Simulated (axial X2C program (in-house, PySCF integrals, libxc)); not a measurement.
Levels of AuH⁻ by electron attachment to AuH (EOM-EA-CCSD)

Computed with an axial X2C code built on PySCF integrals: two-component X2C with atomic mean-field Coulomb and Gaunt terms, Gaussian nuclei, basis Au dyall-acv3z, H dyall-av3z with contracted cores.

R = 1.670 Å (1.090 times 1.532 Å, the PBE0 minimum at charge 0 for the lowest determinant).

Levels of AuH⁻ obtained by attaching an electron to AuH:

```tsv
Ω	binding energy (eV)	above lowest (cm⁻¹)	attached spinor	one-particle weight
1/2	0.671	0	55% Au pσ, 27% Au sσ, 7% H sσ	0.96
1/2	-0.330	8079	98% Au pπ	1.00
3/2	-0.341	8165	99% Au pπ	1.00
1/2	-0.426	8855	94% Au pσ	1.00
1/2	-0.687	10955	88% Au sσ	0.99
1/2	-1.210	15171	90% Au pπ, 8% H pπ	0.98
```

**Question.** Take the first Ω = 1/2 and Ω = 3/2 rows of π character: how far apart are they, and which lies lower?

**Answer.** E(3/2) − E(1/2) = 8165 − 8079 = 86 cm⁻¹ at EOM-EA-CCSD: regular, Ω = 1/2 lower. Splittings at this level can be off by ten to twenty per cent.

Negative binding energies belong to unbound states, resonances or levels that the basis set holds; within some tenths of an eV of zero the sign is not settled.

This point took 6.9 s on 1 thread of AMD EPYC 9R45 96-Core Processor (Zen 5), on a shared host.

Reference electrons by ω block (each with its −ω partner): 1/2: 22, 3/2: 12, 5/2: 5, 7/2: 1. 12 electrons of AuH correlated (inner shells frozen), 92 natural virtual spinors (a truncated set); levels can be off by some tenths of an eV. Roots sought by Ω: (1/2: 5, 3/2: 4, 5/2: 2, 7/2: 1); rows need 60 % one-particle weight and stop where some Ω has no more roots. Missing are any skipped roots, higher Ω and states of a further excitation; these come out far too high here and may in truth be low or lowest. T1 of the reference 0.038 (Lee–Taylor). Number of frozen shells: Au 5 s, 4 p, 2 d, 1 f; H none. Large amplitudes in the reference (orbital relaxation or multireference character) lower the reliability.
